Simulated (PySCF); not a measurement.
Species: AsBH5N.
Geometry (PBE0-D3(BJ)/def2-SVP, Å), atoms numbered from 1 in this order:
```xyz
8
AsBH5N angstrom
N     -1.430   -0.122   -0.342
B     -0.185   -0.255    0.253
As     1.449    0.567   -0.700
H     -2.279   -0.486    0.073
H     -1.578    0.349   -1.227
H     -0.103   -0.841    1.308
H      2.402   -0.535   -0.250
H      1.807    1.425    0.510
```

Computed, not measured: MP2 and CCSD/aug-cc-pVDZ in PySCF, restricted Hartree–Fock reference, 11 core orbitals frozen, non-relativistic, gas phase, PBE0-D3(BJ)/def2-SVP geometry.

E(HF) = -2316.25943 Eh.

(1) How large is the problem?

(2) What are the MP2 and CCSD correlation energies?

(3) What is the T1 diagnostic?

(4) How does correlation change the dipole moment?

Answers

(1) 127 basis functions and 50 electrons; 11 orbitals frozen, which leaves o = 14 correlated occupied and v = 102 virtual orbitals. That is o·v = 1428 singles and o·v(o·v + 1)/2 = 1020306 distinct closed-shell doubles amplitudes before symmetry; the costliest CCSD step grows as o²v⁴ = 2.1 × 10^10.

(2) MP2 -0.4145 Eh and CCSD -0.4561 Eh, which gives totals of -2316.67396 and -2316.71553 Eh. That is 0.443 eV for each correlated electron at CCSD (1197 kJ/mol in all, 0.020 % of the total energy); MP2 gives 90.9 % of the CCSD value.

(3) 0.0118, below the customary warning level of 0.02. It is the norm of the spatial-orbital singles amplitudes over the root of the number of correlated electrons, so the norm is 0.062.

(4) HF gives 2.32 D and CCSD (unrelaxed density) 2.43 D, a change of +0.11 D.

Connected triples and the basis-set limit are missing.

One conformer stands for the species.
